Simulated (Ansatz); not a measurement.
`N[SiH2]O[SiH2][SiH3]` + `[NH2][GeH2][NH2]` → `N[SiH2][NH][GeH2][NH2]` + `O[SiH2][SiH3]`  (ligand exchange at the Si–O bond)

Program: Ansatz. Geometries: PBE0-D4/def2-TZVP. ΔE: electronic, gas phase. CCSD(T)/CBS adds triple-zeta CCSD(T) − MP2 to the extrapolated MP2 energy (def2 sets, frozen cores). Functionals use def2-TZVPP. B3LYP here is the variant with VWN-RPA as its local correlation; programs differ in this. For Ge outer-core shells are correlated without core-valence functions, which leaves a few kJ/mol of doubt a bond. Scalar relativity is left out up to krypton. Each species was taken in one conformer, which may not be the lowest.

`N[SiH2]O[SiH2][SiH3]`:

```xyz
14

N     0.677    0.531    1.787
Si    0.896   -1.110    1.385
O     0.315   -1.530   -0.091
Si   -0.422   -0.926   -1.423
Si   -0.889    1.367   -1.235
H    -0.164    0.894    2.201
H     1.321    1.257    1.525
H     0.169   -1.929    2.382
H     2.352   -1.386    1.373
H    -1.694   -1.665   -1.650
H     0.453   -1.149   -2.606
H    -1.803    1.655   -0.095
H     0.350    2.174   -1.065
H    -1.561    1.817   -2.487
```

`[NH2][GeH2][NH2]`:

```xyz
9

N    -0.983   -0.743    0.925
Ge   -0.181   -0.025   -0.558
N     1.318    0.790    0.109
H    -0.441   -1.458    1.388
H    -1.926   -1.075    0.786
H    -1.252    0.894   -1.190
H     0.341   -1.022   -1.619
H     1.992    1.085   -0.582
H     1.131    1.555    0.742
```

`N[SiH2][NH][GeH2][NH2]`:

Z-matrix (Å, degrees):
```
Si
N 1 1.711
N 1 1.712 2 111.0
H 1 1.495 2 103.0 3 125.0
H 1 1.491 2 115.4 3 -117.5
Ge 2 1.844 1 126.4 3 -134.3
H 2 1.010 1 117.9 3 53.9
H 3 1.007 1 121.8 2 59.5
H 3 1.006 1 120.4 2 -149.5
N 6 1.836 2 115.9 1 -69.8
H 6 1.534 2 108.4 1 48.8
H 6 1.536 2 105.7 1 171.4
H 10 1.011 6 114.0 2 70.4
H 10 1.011 6 114.8 2 -55.8
```

`O[SiH2][SiH3]`:

Cartesian coordinates in Å:
```
O -0.624 1.930 0.422
Si 0.449 0.880 -0.274
Si -0.048 -1.362 0.213
H -1.549 1.836 0.191
H 0.484 1.045 -1.757
H 1.777 1.253 0.273
H 0.916 -2.259 -0.482
H -1.421 -1.696 -0.260
H 0.017 -1.627 1.675
```

```
             level  ΔE (kcal/mol)  difference from CCSD(T)/CBS
         r2SCAN-D4           13.6                          0.5
           PBE0-D4           12.9                         -0.2
            r2SCAN           13.5                          0.4
             B3LYP           13.3                          0.2
SCS-MP2/def2-TZVPP           13.2                          0.1
   CCSD/def2-TZVPP           13.3                          0.2
CCSD(T)/def2-TZVPP           12.9                         -0.2
    MP2/def2-QZVPP           13.0                         -0.1
SCS-MP2/def2-QZVPP           13.3                          0.2
      HF/CBS(def2)           15.3                          2.2
       CCSD(T)/CBS           13.1                            0
```

Largest T1 diagnostic among the species: 0.012.

The D4 term adds +1.1 kcal/mol with B3LYP and +0.6 kcal/mol with PBE0; it sums over pairs of atoms, weighted by their polarisabilities, and B3LYP, whose exchange is more repulsive, gets the larger term. In def2-TZVPP, CCSD(T) changes the Hartree–Fock value by −2.2 kcal/mol (the triples alone add −0.3 kcal/mol) and MP2 by −2.3 kcal/mol.
